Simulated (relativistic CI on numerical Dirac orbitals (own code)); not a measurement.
## One change at a time: Ni XXI

Base calculation: Dirac-Coulomb-Breit CI, separate exchange-only KLI orbitals for each configuration, QED by a radiative potential, unscaled Slater integrals.

Configurations in the expansion (outside the closed core 1s2): 2s2 2p4, 2s 2p5, 2p6, 2p5 3s, 2p5 3p, 2p5 3d, 2s2 2p3 3s, 2s2 2p3 3p, 2s2 2p3 3d, 2s 2p4 3s, 2s 2p4 3p, 2s 2p4 3d, 2s2 2p3 4s, 2s2 2p3 4p, 2s2 2p3 4d, 2s2 2p3 4f. Levels of other configurations are missing.

The lowest level and the first level of each name with at least 55 % of one term (blank where a level has no safe partner in the second run):

| Level | Base (eV) | Shift (eV) |
| --- | --- | --- |
| 2s2 2p4 3P_2 | 0.00 | 0.00 |
| 2s2 2p4 3P_0 | 11.49 | -0.57 |
| 2s2 2p4 3P_1 | 15.85 | +0.18 |
| 2s2 2p4 1D_2 | 26.56 | -1.03 |
| 2s2 2p4 1S_0 | 50.40 | -1.61 |
| 2s 2p5 3P°_2 | 130.09 | +0.58 |
| 2s 2p5 3P°_1 | 140.40 | +0.36 |
| 2s 2p5 3P°_0 | 148.65 | +0.59 |
| 2s 2p5 1P°_1 | 179.99 | -3.31 |
| 2p6 1S_0 | 301.71 | -1.31 |
| 2s2 2p3 3s 5S°_2 | 987.64 | +1.48 |
| 2s2 2p3 3s 3S°_1 | 994.38 | +0.54 |
| 2s2 2p3 3s 3D°_2 | 1009.58 | -0.23 |
| 2s2 2p3 3s 3D°_1 | 1010.37 | -0.10 |

At this charge energies of transitions that change n are usually good to better than 1 %, and those within a shell (Δn = 0) to a few per cent.

(1) One thing was changed in a second run, which moved the levels as shown. Which?
A. Breit term removed
B. configuration mixing switched off
C. QED terms removed
D. valence Slater integrals scaled by 0.9
E. only the first 3 configurations

Answers

(1) D. Valence Slater integrals scaled by 0.9. Scaling acts on the splittings between terms and on the mixing, and leaves the fine structure of pure LS terms nearly alone; in jj coupling it moves the levels of one term differently.

LS names give the leading component of a level, which can be under half, so a name can repeat, a term be missing and a line seem to break the LS rules.
